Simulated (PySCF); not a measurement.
F3H3Si2, SMILES F[Si](F)(F)[SiH3]. Geometry: PBE0-D3(BJ)/def2-SVP.

Computed with PySCF 2.14.0 with PBE0-D3(BJ)/def2-SVP.

Harmonic wavenumbers (cm⁻¹): 93, 134, 134, 295, 295, 296, 496, 530, 530, 824, 897, 921, 921, 977, 977, 2243, 2258, 2258. Rotational constants (GHz): 3.805, 2.033, 2.033; symmetry number 3.

Problem. Work out the zero-point energy and the ideal-gas rigid-rotor harmonic-oscillator thermochemistry at 298.15 K and 1 atm.

Solution. ZPE = ½ Σ hcν = ½ × 15079 cm⁻¹ = 90.19 kJ/mol. H − E(el) = 111.42 kJ/mol. Entropy in J/(mol K): translation 168.05, rotation 105.58, vibration 68.31, total 341.94. G − E(el) = 9.47 kJ/mol. Cp = 105.84 J/(mol K). Modes under 150 cm⁻¹ make the vibrational entropy uncertain.
